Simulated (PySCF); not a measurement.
## BaCl: mean field, correlation and small terms against distance

State: ²Σ⁺, doublet, unpaired electrons σ ↑. ROHF-based CCSD(T) in PySCF 2.14 with Ba cc-pwCVDZ-X2C, Cl aug-cc-pVDZ-DK and Ba cc-pwCVTZ-X2C, Cl aug-cc-pVTZ-DK (frozen core orbitals: 28; spin-free X2C with a Gaussian nucleus). Correlation energies are extrapolated as n⁻³ (n = 2, 3), Hartree–Fock as (n+1)·exp(−9√n). All energies in eV from Ba + Cl.

| R (Å) | HF/CBS | CCSD corr. | (T) | total |
| --- | --- | --- | --- | --- |
| 2.3624 | -3.152 | -0.618 | -0.0728 | -3.843 |
| 2.4697 | -3.673 | -0.528 | -0.0633 | -4.264 |
| 2.5771 | -3.973 | -0.454 | -0.0554 | -4.482 |
| 2.6845 | -4.117 | -0.393 | -0.0490 | -4.559 |
| 2.7919 | -4.149 | -0.343 | -0.0438 | -4.536 |
| 2.9261 | -4.085 | -0.293 | -0.0386 | -4.416 |
| 3.0603 | -3.947 | -0.253 | -0.0346 | -4.235 |

A fit to the total gives Re = 2.7081 Å, De = 4.561 eV, ωe = 275.7 cm⁻¹, Be = 0.08240 cm⁻¹ (masses 137.9052 and 34.9689 u).

At R = 2.6845 Å the CCSD correlation energy is -0.297774 hartree in the smaller basis and -0.421419 in the larger. Extrapolate it.

(3³·E3 − 2³·E2)/(3³ − 2³) = -0.47348 hartree; the larger basis holds 89.0 % of it.

The T1 diagnostic is 0.018. The state was picked by a PBE0 search and need not be the measured ground state. Spin–orbit coupling, excitations beyond (T) and corrections to the Born–Oppenheimer picture are left out, and spin–orbit coupling matters for open p, d or f shells this heavy.
